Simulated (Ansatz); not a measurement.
Ansatz (a quantum-chemistry and plane-wave program) input (CCSD(T)/aug-cc-pVDZ):

Ansatz 0.2 input:
```yaml
crystal:
  periodic: [false, false, false]
  atoms:
    - {symbol: Se, position_ang: [-0.00000000, -0.00000000, -1.69647763]}
    - {symbol: C, position_ang: [0.00000000, 0.00000000, 0.00000000]}
    - {symbol: Se, position_ang: [0.00000000, 0.00000000, 1.69647763]}
basis:
  gaussian:
    orbitals: aug-cc-pVDZ
magnetization: {spin_polarized: false}
correlation: {method: ccsd_t, electrons: outside_noble_gas}
```

End of the output:

```
integrals: 0.13 GiB planned
1058 factors; integrals over basis functions are off by at most 7.4e-4 eV
mean field: 0.54 GiB planned
mean field evaluation 1: about -131633.7279 eV, gradient 1.0e1 eV
mean field evaluation 2: about -131633.7284 eV, gradient 1.0e1 eV
mean field evaluation 4: about -131634.1896 eV, gradient 3.4e0 eV
mean field evaluation 8: about -131634.2258 eV, gradient 5.6e-4 eV
mean field evaluation 16: about -131634.2253 eV, gradient 2.8e-1 eV
mean field -131634.22584039 eV, -4837.4685747513 hartree, gradient 1.6e-6 eV, S^2 0.000000; 0 other end points of the search recorded, 0 dependent functions left out
29 core orbitals not correlated
reference -131634.22584039 eV, -4837.4685747513 hartree; 8, 8 occupied and 58, 58 virtual orbitals, 1058 factors
second order -10.51309431 eV of doubles, -0.00000000 eV of singles
coupled cluster: 0.22 GiB planned
cycle   1  -10.08626326 eV  change    4.3e-1 eV  update   1.5e-1
cycle   2  -10.56234681 eV  change   -4.8e-1 eV  update   5.4e-2
cycle   3  -10.67548850 eV  change   -1.1e-1 eV  update   2.3e-2
cycle   4  -10.66412459 eV  change    1.1e-2 eV  update   6.4e-3
cycle   5  -10.66414738 eV  change   -2.3e-5 eV  update   2.3e-3
cycle   6  -10.66305215 eV  change    1.1e-3 eV  update   4.1e-4
cycle   7  -10.66293545 eV  change    1.2e-4 eV  update   1.3e-4
cycle   8  -10.66295579 eV  change   -2.0e-5 eV  update   3.7e-5
cycle   9  -10.66294607 eV  change    9.7e-6 eV  update   1.0e-5
coupled cluster: 0.22 GiB planned
perturbative correction -0.70329495 eV, -0.0258456126 hartree
Total energy: -131645.59208140 eV, -4837.8862764044 hartree
```
